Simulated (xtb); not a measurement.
CHO2 (SMILES O=[C]O), doublet, geometry from GFN2-xTB; GFN2-xTB in xtb.

The xtb input:
```
$ xtb mol.xyz --gfn 2 --uhf 1 --acc 1000 --json

# file mol.xyz
4

O      0.96524299    -0.68266293    -0.07297714
C      0.27215273     0.25895493     0.16812286
O     -0.97929832     0.51321904    -0.00094281
H     -1.52047372    -0.19817851    -0.41737758
```

Output, abridged:

```
   ID    Z sym.   atoms
    1    8 O      1, 3
    2    6 C      2
    3    1 H      4

           -------------------------------------------------
          |                Calculation Setup                |
           -------------------------------------------------

           -------------------------------------------------
          |                 G F N 2 - x T B                 |
           -------------------------------------------------

          ...................................................
          :                      SETUP                      :
          :.................................................:
          :  # basis functions                  13          :
          :  # atomic orbitals                  13          :
          :  # shells                            7          :
          :  # electrons                        17          :
          :  max. iterations                   250          :
          :  Hamiltonian                  GFN2-xTB          :
          :  restarted?                      false          :
          :  GBSA solvation                  false          :
          :  PC potential                    false          :
          :  electronic temp.          300.0000000     K    :
          :  accuracy                 1000.0000000          :
          :  -> integral cutoff          0.2000000E+02      :
          :  -> integral neglect         0.1000000E-04      :
          :  -> SCF convergence          0.1000000E-02 Eh   :
          :  -> wf. convergence          0.1000000E+00 e    :
          :  Broyden damping             0.4000000          :
          :  net charge                          0          :
          :  unpaired electrons                  1          :
          ...................................................

 iter      E             dE          RMSdq      gap      omega  full diag
   1    -10.7615227 -0.107615E+02  0.551E+00    2.69       0.0  T
   2    -10.7673087 -0.578597E-02  0.301E+00    2.59       1.0  T
   3    -10.7662647  0.104395E-02  0.136E+00    2.61       1.0  T
   4    -10.7685478 -0.228310E-02  0.226E-01    2.57       1.0  T
   5    -10.7686126 -0.648169E-04  0.825E-02    2.57       1.0  T
   6    -10.7686219 -0.922959E-05  0.214E-02    2.57       2.3  T

   *** convergence criteria satisfied after 6 iterations ***

         :::::::::::::::::::::::::::::::::::::::::::::::::::::
         ::                     SUMMARY                     ::
         :::::::::::::::::::::::::::::::::::::::::::::::::::::
         :: total energy             -10.694643099730 Eh    ::
         :: gradient norm              0.000195472864 Eh/a0 ::
         :: HOMO-LUMO gap              2.565259070721 eV    ::
         ::.................................................::
         :: SCC energy               -10.768621863516 Eh    ::
         :: -> isotropic ES            0.031109727295 Eh    ::
         :: -> anisotropic ES          0.002854107417 Eh    ::
         :: -> anisotropic XC         -0.001393480760 Eh    ::
         :: -> dispersion             -0.000897273602 Eh    ::
         :: repulsion energy           0.073978763786 Eh    ::
         :: add. restraining           0.000000000000 Eh    ::
         :: total charge               0.000000000000 e     ::
         :::::::::::::::::::::::::::::::::::::::::::::::::::::

           -------------------------------------------------
          |                Property Printout                |
           -------------------------------------------------

    * Orbital Energies and Occupations

         #    Occupation            Energy/Eh            Energy/eV
      -------------------------------------------------------------
         1        2.0000           -0.7680478             -20.8996
         2        2.0000           -0.7432263             -20.2242
         3        2.0000           -0.6764921             -18.4083
         4        2.0000           -0.6117296             -16.6460
         5        2.0000           -0.5993367             -16.3088
         6        2.0000           -0.5841205             -15.8947
         7        2.0000           -0.5112186             -13.9110
         8        2.0000           -0.5072082             -13.8018
         9        1.0000           -0.3340531              -9.0900 (HOMO)
        10                         -0.2397815              -6.5248 (LUMO)
        11                          0.0584257               1.5898
        12                          0.2704081               7.3582
        13                          0.6856983              18.6588
      -------------------------------------------------------------
                  HL-Gap            0.0942715 Eh            2.5653 eV
             Fermi-level           -0.3537740 Eh           -9.6267 eV

     #   Z          covCN         q      C6AA      α(0)
     1   8 O        0.856    -0.298    19.738     5.956
     2   6 C        1.711     0.277    25.024     8.099
     3   8 O        1.657    -0.303    19.069     5.895
     4   1 H        0.802     0.324     0.653     1.269

 Mol. C6AA /au·bohr⁶  :        211.994029
 Mol. C8AA /au·bohr⁸  :       4760.713983
 Mol. α(0) /au        :         21.219495

Wiberg/Mayer (AO) data.
largest (>0.10) Wiberg bond orders for each atom

 ---------------------------------------------------------------------------
     #   Z sym  total        # sym  WBO       # sym  WBO       # sym  WBO
 ---------------------------------------------------------------------------
     1   8 O    2.223 --     2 C    2.029     3 O    0.175
     2   6 C    3.362 --     1 O    2.029     3 O    1.290
     3   8 O    2.294 --     2 C    1.290     4 H    0.829     1 O    0.175
     4   1 H    0.891 --     3 O    0.829
 ---------------------------------------------------------------------------

Topologies differ in total number of bonds
Writing topology from bond orders to xtbtopo.mol

molecular dipole:
                 x           y           z       tot (Debye)
 q only:       -0.770       0.104      -0.126
   full:       -0.974      -0.062      -0.240       2.554
molecular quadrupole (traceless):
                xx          xy          yy          xz          yz          zz
 q only:        0.943       2.495      -1.141       1.281       0.130       0.198
  q+dip:        0.533       3.580      -1.301       1.526       0.076       0.768
   full:        0.333       3.882      -1.557       1.479      -0.209       1.224

           -------------------------------------------------
          | TOTAL ENERGY              -10.694643099730 Eh   |
          | GRADIENT NORM               0.000195472864 Eh/α |
          | HOMO-LUMO GAP               2.565259070721 eV   |
           -------------------------------------------------

normal termination of xtb
```
